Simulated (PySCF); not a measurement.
Compound: C₃H₁₁NOSi.
SMILES with atom numbers: `[CH3:1][CH:2]([CH3:3])[O:4][SiH2:5][NH2:6]` (hydrogens: H7, H8, H9 on C1; H10 on C2; H11, H12, H13 on C3; H14, H15 on Si5; H16, H17 on N6)

Geometry (PBE0-D3(BJ)/def2-SVP, Å), atoms numbered from 1 in this order:
```
atom  x, y, z in Å
C1    -1.5688   -1.3335    0.2768
C2    -0.9216    0.0159    0.0149
C3    -1.5540    0.7485   -1.1536
O4     0.4521   -0.1586   -0.2615
Si5    1.7210    0.0044    0.8086
N6     3.0748    0.8287    0.1504
H7    -2.6447   -1.2272    0.4835
H8    -1.4430   -1.9872   -0.6002
H9    -1.1004   -1.8296    1.1406
H10   -1.0361    0.6409    0.9249
H11   -2.6252    0.9289   -0.9769
H12   -1.4455    0.1550   -2.0746
H13   -1.0582    1.7173   -1.3120
H14    1.1780    0.7594    1.9817
H15    2.2338   -1.3370    1.2117
H16    3.7484    0.3066   -0.3983
H17    2.9889    1.7784   -0.1946
```

Computed with PySCF at PBE0/pcSseg-1 and wB97X-D/def2-SVPD, non-relativistic, on one gas-phase PBE0-D3(BJ)/def2-SVP geometry that isn't relaxed in the solvent. The solvent is an IEF-PCM continuum (cavity from Bondi-type radii × 1.2). Only the electrostatic response of the medium enters.

Gas phase at PBE0/pcSseg-1: HOMO -7.49 eV, LUMO 1.16 eV, dipole 0.91 D.

Problem. What does the continuum do to the energy, the frontier levels and the dipole at PBE0/pcSseg-1 in chloroform?

Solution. 
```tsv
solvent	ε	E(solvent) − E(gas) (kJ/mol)	polarisation term (kJ/mol)	distortion of the solute (kJ/mol)	HOMO (eV)	LUMO (eV)	dipole (D)
chloroform	4.711	-14.07	-14.94	0.87	-7.50	1.29	1.06
```

The first energy column is the sum of the next two and covers electrostatics alone.

Problem. Give the dipole vector in the frame of the coordinates (D, pointing from negative to positive charge), gas and chloroform.

Solution. Gas (-0.24, 0.67, -0.56), solvent (-0.35, 0.82, -0.58). Its length changes by +17 % and its direction by 6°.

Problem. Which Hirshfeld charges (PBE0/pcSseg-1) respond most in chloroform (means over atoms taken as equivalent)?

Solution. 
| atoms | environment | gas (e) | solvent (e) | change |
| --- | --- | --- | --- | --- |
| O4 | silyl ether oxygen | -0.233 | -0.241 | -0.008 |
| H16/H17 | N–H hydrogen | +0.121 | +0.128 | +0.007 |
| Si5 | oxygen-bound silicon | +0.409 | +0.405 | -0.004 |
| N6 | silicon-bound nitrogen | -0.316 | -0.319 | -0.003 |
| H10 | methine hydrogen | +0.028 | +0.031 | +0.003 |
| H14/H15 | Si–H hydrogen | -0.089 | -0.091 | -0.002 |

Problem. Which Mayer bond orders change most in chloroform?

Solution. 
| bond | length (Å) | gas | solvent | change |
| --- | --- | --- | --- | --- |
| Si5–N6 | 1.716 | 1.099 | 1.114 | +0.015 |
| C2–O4 | 1.412 | 0.870 | 0.859 | -0.011 |
| N6–H16 | 1.014 | 0.943 | 0.936 | -0.007 |
| N6–H17 | 1.014 | 0.943 | 0.936 | -0.007 |
| Si5–H15 | 1.492 | 0.919 | 0.916 | -0.003 |
| O4–Si5 | 1.668 | 0.939 | 0.936 | -0.003 |
| C1–C2 | 1.519 | 1.030 | 1.032 | +0.002 |
| C2–C3 | 1.517 | 1.034 | 1.036 | +0.002 |

Gas phase at wB97X-D/def2-SVPD: HOMO -9.50 eV, LUMO 2.14 eV, dipole 0.85 D.

Problem. What does the continuum do to the energy, the frontier levels and the dipole at wB97X-D/def2-SVPD in chloroform?

Solution. 
```
   solvent      ε  E(solvent) − E(gas) (kJ/mol)  polarisation term (kJ/mol)  distortion of the solute (kJ/mol)  HOMO (eV)  LUMO (eV)  dipole (D)
chloroform  4.711                        -13.74                      -14.84                               1.10      -9.50       2.25        1.05
```

Problem. How does the static polarisability (wB97X-D/def2-SVPD, frozen core, with the continuum's full static response) change?

Solution. 
| medium | isotropic (au) | principal values (au) | ⟨r²⟩ of the electrons (bohr²) |
| --- | --- | --- | --- |
| gas | 76.5 | 68.2, 74.7, 86.6 | 1014.3 |
| chloroform | 92.9 | 86.1, 91.2, 101.4 | 1013.8 |

The isotropic value in chloroform is 1.21 times the gas-phase one; no cavity-field correction is applied. ⟨r²⟩ is taken about the centre of nuclear charge.

The pairwise dispersion term of wB97X-D wasn't added to the energies; at a given geometry it leaves orbitals and properties as they are.
